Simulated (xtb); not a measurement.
C₂H₈N₂OSi, SMILES N(/[Si@@H](O)N)=C/C. All values are semi-empirical tight-binding results from xtb (GFN2-xTB unless named), good for trends rather than for accurate numbers. Geometry: GFN2-xTB. The structure was generated by enumeration; whether it is a known compound was not checked. The values are those of a single conformer.

Computed properties:
- orbital gap: 3.04 eV
- dipole moment: 1.72 D
- zero-point energy: 66.2 kcal/mol
- G − E(el) at 298.15 K (modified RRHO): 45.2 kcal/mol
- static polarisability (D4 model): 76.6 bohr³
- solvation energy, GFN2-xTB/ALPB(water): -7.5 kcal/mol
- solvation energy, GFN2-xTB/ALPB(toluene): -5.0 kcal/mol
